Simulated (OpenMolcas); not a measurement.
Ir5+ among 4 point charges of -2.5 e arranged as a tetrahedron (Td).

```
Program             : OpenMolcas 26.06
Method              : CASSCF
Basis               : ANO-RCC-VTZP [8s7p5d3f1g]
Scalar Hamiltonian  : DKH2, point nucleus
Active space        : 4 electrons in 5 orbitals (5d)
State averaging     : 2S+1 = 5 even, 5 roots; 2S+1 = 3 even, 45 roots; 2S+1 = 1 even, 50 roots
Spin-orbit coupling : RASSI with atomic mean-field integrals over the reference wave functions
```

All point charges move together. At R = 1.88 Å |10Dq| is 4603 cm-1, and at R = 2.12 Å it is 2801 cm-1.

Question: A third run gives 3655 cm-1. What distance was it run at?

Answer: With a power law R^-n the two known points give n = -ln(2801 / 4603) / ln(2.12 / 1.88) = 4.13. Then R = 1.88 × (4603 / 3655)^(1/4.13) = 1.988 Å. The run was at 1.99 Å, so the estimate is off by -0.002 Å.

Without dynamic correlation the repulsion within the d shell is too large (B by tens of per cent), so at a given field states of lower spin stand too high. Point charges give a weaker field than real ligands, and real ions of this kind are as a rule low spin; the high spin found here belongs to the model. The ground term spreads over less than 5000 cm-1, several times less than with real ligands, so orbital moments are less quenched and χT lies further from the spin-only value than at real sites. Spin-orbit coupling mixes the spin-free states strongly: the lowest level takes only 48 % from its leading state, 5T2 (figures for R = 1.88; the like holds for R = 1.99, R = 2.12). Point charges carry no covalency, so the field is a model and not that of real ligands. No measured value stands beside these numbers.
